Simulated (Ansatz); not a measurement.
`BO[Si](C)(C)C`, relaxed with RKS PBE0-D4/def2-TZVP in Ansatz from a PBE-D4/def2-SVP geometry. The force threshold is 0.005 eV/Å; the program also tests the step.

The species carries charge 0 and has multiplicity 1.

Start:

```xyz
17

B     0.224    2.492    0.750
O     0.106    1.177    1.030
Si   -0.022   -0.245    0.069
C     0.036    0.190   -1.761
C    -1.662   -1.030    0.544
C     1.432   -1.325    0.572
H     0.291    3.274    1.687
H     0.262    2.890   -0.410
H     0.985    0.696   -2.029
H    -0.799    0.861   -2.047
H    -0.043   -0.732   -2.372
H    -1.708   -1.216    1.636
H    -2.514   -0.373    0.273
H    -1.802   -2.000    0.024
H     1.422   -1.516    1.664
H     2.396   -0.839    0.318
H     1.396   -2.304    0.052
```

By how much does the energy fall, and how many steps does the optimiser take? (Best estimate.)

Computed: 8.65 kJ/mol, in 6 steps, 1 of them rejected.

Which bonds change most? (An estimate is asked.)

Ansatz gave: O2–Si3 from 1.721 to 1.673 Å; B1–H8 from 1.227 to 1.206 Å; B1–H7 from 1.222 to 1.201 Å; Si3–C4 from 1.882 to 1.864 Å.

Give the relaxed structure. (Best estimate.)

Ansatz gave: 
```xyz
17

B     0.221    2.468    0.737
O     0.104    1.160    1.003
Si   -0.020   -0.230    0.081
C     0.036    0.187   -1.735
C    -1.644   -1.018    0.539
C     1.417   -1.309    0.566
H     0.288    3.234    1.660
H     0.257    2.863   -0.402
H     0.972    0.682   -2.005
H    -0.787    0.847   -2.022
H    -0.044   -0.726   -2.331
H    -1.692   -1.214    1.613
H    -2.483   -0.369    0.276
H    -1.779   -1.968    0.015
H     1.408   -1.509    1.640
H     2.368   -0.830    0.320
H     1.379   -2.269    0.044
```
